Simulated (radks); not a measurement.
Q: All-electron atom: Yb9+ in [Kr] 4d10 4f12 5s2 5p1 (the NIST ground configuration). Calculated with a radial shooting solver on a logarithmic mesh with Libxc functionals: scalar-relativistic Kohn-Sham, PBEsol, spin-polarised, spherical densities, finite nucleus; open shells are filled with parallel spins first (spin-orbit coupling, left out, can overturn this in heavy ions); Fermi nuclear charge, rms radius 5.3108 fm. Some entries of the table are withheld. Estimate them.

| orbital | occ. | eigenvalue (Ry) | <1/r> (bohr^-1) |
|---|---|---|---|
| 1s up | 1 | -4509.969 | 80.59 |
| 1s down | 1 | -4509.960 | 80.59 |
| 2s up | 1 | -773.6677 | 18.79 |
| 2s down | 1 | -773.6607 | 18.79 |
| 2p up | 3 | -683.4452 | 17.26 |
| 2p down | 3 | -683.4364 | 17.26 |
| 3s up | 1 | -183.1933 | 6.942 |
| 3s down | 1 | -183.1115 | 6.944 |
| 3p up | 3 | -155.9840 | 6.464 |
| 3p down | 3 | -155.9014 | 6.466 |
| 3d up | 5 | -122.7983 | 6.123 |
| 3d down | 5 | -122.7337 | 6.125 |
| 4s up | 1 | -45.13364 | 2.940 |
| 4s down | 1 | -44.97348 | 2.940 |
| 4p up | 3 | -36.17802 | 2.686 |
| 4p down | 3 | -36.01988 | 2.685 |
| 4d up | 5 | -24.36878 | 2.383 |
| 4d down | 5 | -24.20937 | 2.383 |
| 5s up | 1 | (1) | 1.222 |
| 5s down | 1 | (2) | 1.221 |
| 5p up | 1 | -11.71450 | 1.087 |
| 5p down | 0 | -11.53133 | 1.083 |
| 4f up | 7 | -11.27329 | 1.905 |
| 4f down | 5 | -11.10249 | 1.907 |

A: 
(1) 5s up eigenvalue (Ry): -14.21217
(2) 5s down eigenvalue (Ry): -14.02297
